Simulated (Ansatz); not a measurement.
Ansatz (a program for electronic structure) input:

Ansatz 0.2 input:
```yaml
crystal:
  periodic: [false, false, false]
  atoms:
    - {symbol: Hf, position_ang: [-0.00000000, -0.00000000, -0.21219238]}
    - {symbol: F, position_ang: [0.00000000, 0.00000000, 1.69753905]}
basis:
  gaussian:
    orbitals: def2-TZVP
hamiltonian:
  xc: b3lyp
  dispersion: d3bj
magnetization: {spin_polarized: true, initial_magnetization: 3}
phonons: {temperatures: {t_min: 298.15, t_max: 298.15, t_step: 100}}
```

Q: Predict the final energy.

A: -147.85566 Eh (B3LYP-D3(BJ)/def2-TZVP). The basis has 71 functions.

The spin state was set by rule; other spins were not relaxed.
